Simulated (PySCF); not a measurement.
**Electronic structure of In⁺ (indium, charge +1) at the PBE0 level**

Configuration: [Kr] 4d10 5s2, closed-shell 1S. All numbers are calculated (PySCF 2.14, scalar relativity through the core potential, in cc-pVDZ-PP with ECP28MDF (4s3p2d, 23 functions)).

* Total energy: -189.9018 hartree
* One-electron energy: -329.2801 hartree
* Hartree (Coulomb) energy: 155.8844 hartree
* Exchange-correlation energy: -16.5062 hartree
* ⟨S²⟩: 0.0000
* ⟨L²⟩: 0.000
* Sum of ⟨r⟩: 24.21 bohr
* Sum of ⟨r²⟩: 38.24 bohr²
* Time after the integrals: 0.15 s of wall time on 1 thread of Neoverse-V2 (shared host)

| shell | electrons | mean orbital energy (eV) | rms radius, mean of both spins (bohr) |
| --- | --- | --- | --- |
| 4s | 2 | -135.39 | 0.910 |
| 4p | 6 | -91.689 | 0.994 |
| 4d | 10 | -28.277 | 1.28 |
| 5s | 2 | -15.767 | 2.66 |

Energies and moments cover only the electrons outside the core potential.
